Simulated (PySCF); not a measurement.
# Computed records: H₃NOSi₂, AlH₄N₂Si, H₄NSi₂

All values are calculated (PySCF 2.14.0). Calculation on a computer-drawn molecule: the log of a Hartree-Fock and frozen-core CCSD(T) single point meant for a local Hartree-Fock minimum, with one planted fault or none, to be diagnosed. Offsets are logged minus clean, where the clean run is the same molecule without the fault. The reference is restricted for singlets and unrestricted otherwise, and also for a bond in bohr or an excited solution. Adding or removing an electron swaps singlet and doublet. The excited solution moves the top pair (singlet) or top alpha electron (doublet) to the lowest empty orbital. Highest occupied and lowest empty are orbital energies over both spins, largest force is the largest gradient component, triples share is (T) over the correlation energy, the T1 limit is 0.02 restricted and 0.045 unrestricted, electrons count all cores, a negative frequency is imaginary (commonest isotopes), and the dipole is about the centre of nuclear charge.

Common to all runs: logged SCF converged yes; logged CC converged yes; logged SCF stable within its kind yes; possible faults no fault, one electron removed, one electron added, multiplicity raised by two, geometry at a saddle point, SCF held on an excited solution, minimal basis STO-3G, one bond length entered in bohr, all coordinates scaled.

(1) H₃NOSi₂

Logged structure:
```xyz
7
H3NOSi2
N      0.4395     0.4904     0.5504
Si     0.5008    -0.8541    -0.2414
O     -0.8448    -1.5859    -0.7564
Si    -2.4914    -1.8050    -0.5526
H      1.2370     0.9949     0.8859
H      1.6368    -1.6721    -0.6790
H     -2.5005    -1.9194     0.9670
```

- meant charge: 0
- meant multiplicity: 1
- meant basis: cc-pV(D+d)Z
- logged electrons: 46
- logged basis functions: 89
- logged spin squared: 2.0063
- logged highest occupied: -7.9324 eV
- logged lowest empty: 0.051573 eV
- logged largest force: 0.03001 hartree/bohr
- logged T1 diagnostic: 0.021576
- logged D1 diagnostic: 0.081412
- logged triples share: 0.030421
- logged dipole magnitude: 2.2543 debye
- logged energy HF: -708.89067 hartree
- logged energy CCSD(T): -709.44048 hartree
- planted fault: multiplicity raised by two
- HF energy offset from clean run: 27.49 kcal/mol
- CCSD(T) energy offset from clean run: 42.74 kcal/mol

Drawn bonds:
| atom | other atom | order |
| --- | --- | --- |
| 1 | 2 | 2 |
| 2 | 3 | 1 |
| 3 | 4 | 1 |
| 1 | 5 | 1 |
| 2 | 6 | 1 |
| 4 | 7 | 1 |

(2) AlH₄N₂Si

Logged structure:
```xyz
8
AlH4N2Si
N      1.5748    -1.1404    -1.7289
Si     0.4540    -0.6219    -0.6648
N     -1.3166    -0.6397    -0.7138
Al    -2.5100    -1.2730    -2.0352
H      1.4470    -1.5911    -2.6609
H      0.9232     0.0112     0.6469
H     -1.7641    -0.2239     0.1438
H     -4.1156    -1.0865    -1.6613
```

- meant charge: 0
- meant multiplicity: 2
- meant basis: cc-pV(D+d)Z
- logged electrons: 45
- logged basis functions: 94
- logged spin squared: 0.756
- logged highest occupied: -8.8033 eV
- logged lowest empty: 0.75089 eV
- logged largest force: 0.037454 hartree/bohr
- logged T1 diagnostic: 0.021352
- logged D1 diagnostic: 0.0617
- logged triples share: 0.035447
- logged dipole magnitude: 3.4643 debye
- logged energy HF: -642.07195 hartree
- logged energy CCSD(T): -642.60914 hartree
- planted fault: all coordinates scaled, by +4.3 %
- HF energy offset from clean run: 9.438 kcal/mol
- CCSD(T) energy offset from clean run: 2.395 kcal/mol

Drawn bonds:
| atom | other atom | order |
| --- | --- | --- |
| 1 | 2 | 2 |
| 2 | 3 | 1 |
| 3 | 4 | 1 |
| 1 | 5 | 1 |
| 2 | 6 | 1 |
| 3 | 7 | 1 |
| 4 | 8 | 1 |

(3) H₄NSi₂

Logged structure:
```xyz
7
H4NSi2
N     -2.5134     2.1866     0.5837
Si    -1.5177     1.0116     0.0833
Si     0.8021     0.6339     0.0407
H     -2.0762     2.9089     1.1318
H     -2.2864    -0.0021    -0.7186
H      1.1671     1.2606     1.3787
H      0.6929    -0.8257     0.4719
```

* meant charge: -1
* meant multiplicity: 1
* meant basis: aug-cc-pV(D+d)Z
* logged electrons: 40
* logged basis functions: 123
* logged spin squared: 0
* logged highest occupied: -2.8393 eV
* logged lowest empty: 3.9625 eV
* logged largest force: 4.716e-06 hartree/bohr
* logged lowest frequency: 175.79 cm⁻¹
* logged T1 diagnostic: 0.020681
* logged D1 diagnostic: 0.060746
* logged triples share: 0.042295
* logged dipole magnitude: 0.9109 debye
* logged energy HF: -634.62721 hartree
* logged energy CCSD(T): -635.08971 hartree
* planted fault: no fault
* HF energy offset from clean run: 0 kcal/mol
* CCSD(T) energy offset from clean run: 0 kcal/mol

Drawn bonds:
| atom | other atom | order |
| --- | --- | --- |
| 1 | 2 | 2 |
| 2 | 3 | 1 |
| 1 | 4 | 1 |
| 2 | 5 | 1 |
| 3 | 6 | 1 |
| 3 | 7 | 1 |

Notes: T1 above single-reference limit.
